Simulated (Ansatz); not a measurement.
SnHMe2(OAc) (C4H10O2Sn). The state is a singlet with charge 0. Geometry PBE-D4/def2-SVP, basis def2-TZVP, Ansatz.

```tsv
atom	x (Å)	y (Å)	z (Å)
Sn1	0.307	-0.141	1.136
H2	1.256	1.071	1.924
C3	-1.475	-0.606	2.280
H4	-2.105	-1.318	1.713
H5	-2.053	0.320	2.466
H6	-1.195	-1.061	3.250
C7	1.318	-1.927	0.466
H8	2.280	-1.646	0.000
H9	0.678	-2.429	-0.286
H10	1.483	-2.615	1.318
O11	-0.733	0.749	-0.500
C12	0.223	1.109	-1.332
C13	-0.249	1.774	-2.606
O14	1.419	0.907	-1.075
H15	0.612	2.055	-3.236
H16	-0.850	2.672	-2.358
H17	-0.916	1.084	-3.160
```

```
run  HOMO (eV)  LUMO (eV)
  A      -7.84       0.23
  B      -6.11      -0.88
  C      -7.63       0.01
  D      -6.57      -0.66
  E      -6.42      -0.54
  F      -6.29      -1.14
```

In the def2 sets Sn takes a core potential; there is no spin–orbit coupling.

Problem. The runs used B97M-V, LDA (SPW92), PBE, PBE0, r2SCAN, r2SCAN0. Estimate which is which.

Solution. A r2SCAN0 (25 % exact exchange); B PBE (0 % exact exchange); C PBE0 (25 % exact exchange); D B97M-V (0 % exact exchange); E r2SCAN (0 % exact exchange); F LDA (SPW92) (0 % exact exchange). Exact exchange lowers occupied and raises empty levels; among semilocal functionals meta-GGAs tend to open the gap a little, and such runs are hard to tell apart. The gap grows from 5.15 eV (LDA (SPW92)) to 8.08 eV (r2SCAN0).
